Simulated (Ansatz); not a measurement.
`CN[SiH2][SiH2]N`, relaxed with RKS PBE0-D4/def2-TZVP in the Gaussian-basis code of Ansatz from a PBE-D4/def2-SVP geometry. The force threshold is 0.005 eV/Å; the program also tests the step.

Total charge 0; spin multiplicity 1.

Start:

```xyz
15

C     0.116   -2.022   -0.195
N    -0.252   -1.360    1.048
Si    0.157    0.292    1.443
Si   -0.556    1.712   -0.298
N     0.291    1.217   -1.764
H     0.148   -1.275   -1.017
H    -0.636   -2.789   -0.481
H     1.112   -2.528   -0.168
H    -0.377   -2.001    1.836
H    -0.552    0.622    2.732
H     1.636    0.574    1.685
H    -0.365    3.160    0.127
H    -2.028    1.540   -0.576
H    -0.008    1.643   -2.647
H     1.315    1.216   -1.723
```

| step | energy (eV) | largest force (eV/Å) | largest move (Å) |
| --- | --- | --- | --- |
| 1 | -19927.1027 | 0.590 | 0.000 |
| 2 | -19927.1645 | 0.345 | 0.106 |
| 3 | -19927.1739 | 0.214 | 0.049 |
| 4 | -19927.1765 | 0.125 | 0.065 |
| 5 | -19927.1787 | 0.062 | 0.036 |
| 6 | -19927.1790 | 0.033 | 0.012 |
| 7 | -19927.1793 | 0.021 | 0.017 |
| 8 | -19927.1794 | 0.019 | 0.016 |
| 9 | -19927.1795 | 0.009 | 0.010 |
| 10 | -19927.1795 | 0.009 | 0.006 |
| 11 | -19927.1795 | 0.007 | 0.007 |
| 12 | -19927.1795 | 0.007 | 0.009 |
| 13 | -19927.1796 | 0.009 | 0.009 |
| 14 | -19927.1796 | 0.007 | 0.005 |
| 15 | -19927.1796 | 0.004 | 0.001 |

End:

```xyz
15

C     0.072   -2.048   -0.160
N    -0.261   -1.364    1.073
Si    0.168    0.270    1.395
Si   -0.569    1.680   -0.328
N     0.352    1.340   -1.756
H     0.045   -1.338   -0.990
H    -0.658   -2.832   -0.379
H     1.070   -2.506   -0.151
H    -0.347   -1.983    1.864
H    -0.467    0.643    2.689
H     1.643    0.514    1.559
H    -0.481    3.096    0.159
H    -1.998    1.438   -0.666
H     0.075    1.767   -2.627
H     1.357    1.324   -1.684
```

Run time 48 s (2 threads of an AMD EPYC 7R13 on a shared host and a share of an NVIDIA H100 80 GB); peak host memory 0.85 GiB.
